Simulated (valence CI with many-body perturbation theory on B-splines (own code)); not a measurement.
Results of a calculation; reference values are marked as such.
## A CI+MBPT run for Pm⁵⁵⁺

Level of theory: valence CI with perturbative core correlation (CI+MBPT): four valence electrons over a frozen Dirac-Fock core [He], a basis of 11 s, 11 p, 9 d, 7 f, 5 g, 2 h, 1 i functions for each j, with the one-electron correlation potential Σ1 (screened to all orders), the two-electron term Σ2, the three-electron term Σ3, Breit, model QED; selected single and double excitations, second order for the rest (own B-spline code, finite nucleus).

Command, and the settings that its task file holds:

```sh
python run_cv.py task.json out
```

```
atom Pm  Z=61  mass_number=145  rms_radius_fm=4.9620
core [He]
valence 2s2 2p2
avg = 1
basis = L
breit = 1
cap = 40000
capref = 1200
cscale = 1
de = 0.0
dress = 0
eps = 2e-08
h = 0.27
hh = 1
l2 = 3
lcore = 6
maxit = 60
n2 = 5
natural = 1
nlev = 60
nno = [7, 7, 6, 5, 4, 2, 1]
nroot = 26
nsp = [4, 4, 3, 2, 1, 0, 0]
pt2 = 1
qed = 1
rpa = 1
s1 = 1
s2 = 1
s3 = 1
screen = 1
tol = 2e-05
```

(1) Roughly how long does this run take on one core of Arm Neoverse V2, and how much memory?

Log. The first blocks belong to the next ion, which gives the ionisation energy. Fields: 2J, parity (1 odd), roots, reference size, generating configurations, candidates as configurations/state functions, variational space P, stored matrix elements, Davidson steps; e2 is the range of second-order energies in hartree. The first line gives the box (bohr), its intervals, the orbitals and the steps of their self-consistent field. Window is the range of levels sought, series limit the energy at which the first omitted orbital would enter, core excitation an estimate of the first excitation out of the core, left out the lowest levels not solved, and shifts from estimates the range by which levels moved from their first estimate, all in cm⁻¹.

```
rmax 1.5 intervals 55 orbitals 81 references ['2s2 2p2', '2s 2p3', '2p4'] scf 2 t 0.4
2J=1 par=1 roots 2 ref 40 generators 2 cand 2895/4152 P 1803/2742 nnz 1.5e+06 it 5
2J=1 par=1 roots 2 ref 40 generators 2 cand 1124/1450 P 2045/3124 nnz 2e+06 it 4
   second order: generators 2 cand 882/1068 e2 -0.00000 -0.00000
reference levels 672, estimated 471, window 60993755 1/cm; series limit 80800933, core excitation 313061454
2J=0 par=0 roots 12 ref 38 generators 16 cand 19525/32666 P 5361/7999 nnz 3.6e+06 it 5
2J=0 par=0 roots 12 ref 38 generators 17 cand 15923/27225 P 13416/22176 nnz 2.3e+07 it 5
   second order: generators 23 cand 15355/26081 e2 -0.00003 -0.00000
2J=2 par=0 roots 20 ref 83 generators 18 cand 25086/92237 P 2648/8000 nnz 5.2e+06 it 5
2J=2 par=0 roots 20 ref 83 generators 20 cand 23713/87957 P 11346/39998 nnz 7.7e+07 it 8
   second order: generators 20 cand 15015/55959 e2 -0.00058 -0.00012
2J=4 par=0 roots 22 ref 93 generators 19 cand 27978/131811 P 2448/7998 nnz 5.6e+06 it 8
2J=4 par=0 roots 22 ref 93 generators 21 cand 26726/127543 P 9649/39999 nnz 8.2e+07 it 9
   second order: generators 24 cand 26362/132695 e2 -0.00127 -0.00039
2J=4 par=1 roots 19 ref 100 generators 19 cand 27974/131626 P 2330/7997 nnz 5.9e+06 it 6
2J=4 par=1 roots 19 ref 100 generators 22 cand 26778/127368 P 9453/39999 nnz 8.3e+07 it 8
   second order: generators 23 cand 23309/108339 e2 -0.00126 -0.00027
2J=2 par=1 roots 20 ref 94 generators 19 cand 25188/92391 P 2814/7999 nnz 5.2e+06 it 5
2J=2 par=1 roots 20 ref 94 generators 23 cand 23709/88124 P 11809/39999 nnz 7.8e+07 it 7
   second order: generators 27 cand 24950/96614 e2 -0.00054 -0.00007
2J=6 par=1 roots 9 ref 70 generators 12 cand 24572/130322 P 2485/8000 nnz 5.6e+06 it 5
2J=6 par=1 roots 9 ref 70 generators 15 cand 25850/136492 P 9063/39997 nnz 9.1e+07 it 5
   second order: generators 17 cand 23559/139418 e2 -0.00054 -0.00023
2J=0 par=1 roots 8 ref 37 generators 11 cand 15930/25383 P 5196/7999 nnz 3.7e+06 it 5
2J=0 par=1 roots 8 ref 37 generators 13 cand 14898/25205 P 11133/18112 nnz 1.7e+07 it 5
   second order: generators 15 cand 13495/22787 e2 -0.00003 -0.00000
2J=6 par=0 roots 11 ref 63 generators 10 cand 24469/130213 P 2238/7994 nnz 5.9e+06 it 8
2J=6 par=0 roots 11 ref 63 generators 12 cand 25980/136372 P 8226/39998 nnz 9.7e+07 it 8
   second order: generators 14 cand 25395/139877 e2 -0.00070 -0.00029
2J=8 par=1 roots 3 ref 36 generators 5 cand 15646/84334 P 2288/7999 nnz 6.2e+06 it 5
2J=8 par=1 roots 3 ref 36 generators 6 cand 14198/78870 P 6983/32603 nnz 8.4e+07 it 5
   second order: generators 8 cand 13847/93738 e2 -0.00008 -0.00004
2J=8 par=0 roots 5 ref 31 generators 4 cand 13977/82803 P 2261/8000 nnz 6.2e+06 it 5
2J=8 par=0 roots 5 ref 31 generators 5 cand 15360/95912 P 7550/39993 nnz 1.3e+08 it 5
   second order: generators 8 cand 20805/136624 e2 -0.00009 -0.00003
2J=10 par=0 roots 2 ref 11 generators 2 cand 8709/47832 P 2155/7998 nnz 7.8e+06 it 5
2J=10 par=0 roots 2 ref 11 generators 2 cand 7399/42340 P 4521/21817 nnz 5.6e+07 it 5
   second order: generators 3 cand 9109/59221 e2 -0.00005 -0.00003
left out: unestimated 78188073, estimated 64780209, shifts from estimates -85 to 166
operators 0.2
```

The Davidson iterations converged.

The last digits are not significant, and no measured levels were compared; by estimate large intervals hold to a few tenths of a per cent, small ones and those within an open d or f shell to about a per cent. Among the levels kept, up to 280 cm⁻¹ of a level comes from second order outside the variational space, and about a tenth of that is noise between levels of different J, which matters for small intervals.

| Quantity | Value |
| --- | --- |
| Valence energy | -1811.416 hartree |
| Ionisation energy | 11820 eV (NIST: 11819 ± 5 eV (theoretical)) |
| Reference configurations for the orbitals | 2s2 2p2, 2s 2p3, 2p4 |
| Radial orbitals | 81 |
| Box radius | 1.505 bohr |
| Largest variational space | 39999 |
| Lowest levels | (2s^2 2p1/2^2) J=0 0.00, (2s^2 2p1/2 2p3/2) J=1 4683.1, (2s^2 2p1/2 2p3/2) J=2 4820.2, (2s 2p1/2^2 2p3/2) J=2 6481.4, (2s 2p1/2^2 2p3/2) J=1 7042.9, (2s^2 2p3/2^2) J=2 9629.2, (2s^2 2p3/2^2) J=0 10016, (2s 2p1/2 2p3/2^2) J=2 [a] 10993, (2s 2p1/2 2p3/2^2) J=3 11308, (2s 2p1/2 2p3/2^2) J=0 11672, (2s 2p1/2 2p3/2^2) J=1 [a] 11814, (2s 2p1/2 2p3/2^2) J=2 [b] 11896, (2s 2p1/2 2p3/2^2) J=1 [b] 11923, (2p1/2^2 2p3/2^2) J=2 13811 × 10³ cm⁻¹ |

Levels are named by their leading jj configuration (3d3/2^4 stands for four electrons in 3d with j = 3/2), which in mixed levels can hold well under half, so a name can repeat and another be missing. Letters in brackets count levels of one name in rising energy.

Answers

(1) 3.4 min on 1 thread of Arm Neoverse V2, on a shared host, peak memory 1.1 GiB.
